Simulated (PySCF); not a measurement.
BrH₂NOSW, SMILES [Br][W](=[S])(=[NH])[OH], multiplicity 1.

The structure is a stationary point at r2SCAN-D4/def2-SVP. The spin state was assumed, not searched. The structure was generated by enumeration; whether it is a known compound was not checked. The def2 effective core potentials stand for the cores of W; spin–orbit coupling is left out. Other conformers were not sampled.

Method: r2SCAN-D4/def2-SVP (PySCF).

Frequencies are harmonic and unscaled.

```csv
mode,ν (cm⁻¹),IR (km/mol),Raman (Å⁴/amu),depolarisation,moving atoms (share of kinetic energy)
1,114,1.0,3.9,0.70,"S 47 %, Br 23 %, W 15 %, O 12 %"
2,140,0.5,2.2,0.74,"O 33 %, W 17 %, N 16 %, Br 15 %, S 12 %"
3,186,10.6,3.1,0.70,"O 36 %, S 16 %, Br 15 %, H 15 %, N 12 %"
4,224,13.9,5.9,0.74,"N 35 %, O 22 %, S 18 %, H 13 %, Br 10 %"
5,249,15.9,6.7,0.72,"N 44 %, H 28 %, O 16 %"
6,280,4.3,2.3,0.07,"Br 47 %, W 32 %, H 12 %"
7,335,69.2,3.7,0.49,"H 69 %, O 14 %, N 8 %"
8,522,238.0,9.4,0.23,"H 42 %, S 35 %, N 13 %, W 10 %"
9,560,20.1,12.1,0.15,"S 47 %, H 38 %"
10,592,204.0,1.6,0.70,H 83 %
11,656,71.2,3.1,0.36,"H 58 %, O 30 %, N 11 %"
12,738,65.5,10.6,0.23,"O 62 %, H 26 %, W 9 %"
13,1005,83.2,33.4,0.13,N 84 %
14,3603,196.5,171.3,0.35,H 92 %
15,3849,292.2,121.5,0.30,H 94 %
```
